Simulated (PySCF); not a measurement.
## Structure from NMR data

The spectra below were simulated for a compound C5H6O3.

¹H NMR (300 MHz, computed): δ 10.20 (s, 1H), 5.87 (br s, 1H), 4.67 (br s, 1H), 3.86 (s, 3H).

¹³C{¹H} NMR (computed): δ 205.9, 198.2, 166.6, 99.6, 56.9.

In vacuum, one computed conformer, no relativistic terms, fast rotation and ring inversion assumed for equivalent nuclei. NMR shieldings at PBE0/pcSseg-1/GIAO; geometry from GFN2-xTB; PySCF 2.14.0 with density-fitted response routines.

References, each an isolated molecule treated in the same way: TMS for ¹H (31.72 ppm) and ¹³C (186.93 ppm).

Q: Which of these isomers gave the spectra?
A. OCC1=COC=CO1
B. C=C[C@]1(C(=O)O)CO1
C. C=C[C@H]1OCOC1=O
D. C=C(OC)C(=O)C=O

A: D. 

The formula gives 3 degrees of unsaturation (no ring in the answer). 5 carbon signals for 5 carbons: no two carbons are equivalent. Carbon types of the structure: 2 × C, 1 × CH, 1 × CH2, 1 × CH3, which accounts for all hydrogens. δC 205.9: aldehyde carbonyl carbon; low-lying n→π* states of the double bond to the heteroatom give a large paramagnetic term (-269 ppm). δC 198.2: ketone carbonyl carbon; the double bond to the heteroatom, with no lone-pair donor beside it, deshields it most. δC 166.6: alkene carbon bearing oxygen; an sp2 carbon further deshielded by the attached heteroatom. δC 99.6: β carbon of a C=C–C=O unit. δH 10.20: hydrogen on an aldehyde carbonyl carbon; deshielded by the polar, anisotropic C=O bond.

The others: C=C[C@]1(C(=O)O)CO1 would give 5 signals for carbon-bound and other non-exchanging H, not 4; C=C[C@H]1OCOC1=O would give 6 signals for carbon-bound and other non-exchanging H, not 4; OCC1=COC=CO1 has carbons computed at 144.9, 134.3, 133.9, 131.0, 65.2, with a different DEPT pattern.

Shifts are as computed. Against solution values, carbons near 30 ppm lie about +3 ppm off and those near 130 ppm about +5 ppm. Of 1211 compounds with measured shifts, 218 miss one by over three times the rms of a fit or turn the order of signals round; such compounds aren't used in these exercises. No couplings were computed; multiplicities are counted from neighbouring protons, with m where these are inequivalent, close in shift, in a saturated or five-membered ring or joined by F or P, and br s for small geminal =CH2 splittings.
